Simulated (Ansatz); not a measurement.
Input and output for Cl3GaH2Se, SMILES `[Cl][Ga-]([Cl])([Cl])[SeH2+]`.

```yaml
crystal:
  periodic: [false, false, false]
  atoms:
    - {symbol: Cl, position_ang: [-0.712156, -1.207241, 2.288766]}
    - {symbol: Ga, position_ang: [0.054288, -1.004550, 0.240197]}
    - {symbol: Cl, position_ang: [2.039150, -1.662181, -0.129312]}
    - {symbol: Cl, position_ang: [-1.397741, -1.251674, -1.337099]}
    - {symbol: Se, position_ang: [0.444089, 1.596921, 0.161289]}
    - {symbol: H, position_ang: [-0.935240, 1.875782, 0.067017]}
    - {symbol: H, position_ang: [0.586429, 1.633009, -1.279295]}
basis:
  gaussian: {orbitals: def2-SVP}
magnetization: {spin_polarized: true, initial_magnetization: 2}
hamiltonian: {xc: {name: B97M-V}}
```

```sh
$ ansatz run in.yaml --threads 4 --pin off --events-out ev --progress --plain --max-ram 11315MiB
```

Shortened log:

```
Functional definition: B97M-V
1402 factors; their error is unknown
mean field evaluation 1: about -155266.3912 eV, gradient 2.1e1 eV
mean field evaluation 2: about -155248.8002 eV, gradient 5.3e1 eV
mean field evaluation 4: about -155267.0083 eV, gradient 1.8e1 eV
mean field evaluation 8: about -155269.6782 eV, gradient 2.4e0 eV
mean field evaluation 16: about -155269.7581 eV, gradient 2.3e-1 eV
mean field evaluation 64: about -155269.5414 eV, gradient 2.3e0 eV
mean field evaluation 96: about -155269.2763 eV, gradient 1.1e0 eV
mean field -155269.60573548 eV, -5706.0527652602 hartree, gradient 3.9e-6 eV, S^2 2.003484; 10 other end points of the search recorded, 0 dependent functions left out
reference -155269.60579097 eV, -5706.0527672993 hartree; 60, 58 occupied and 68, 70 virtual orbitals, 1402 factors
Total energy: -155269.60579097 eV, -5706.0527672993 hartree
```

Hardware: 4 threads of an AMD EPYC 7R43 on a shared host. Wall time 35 s, peak host memory 0.59 GiB.
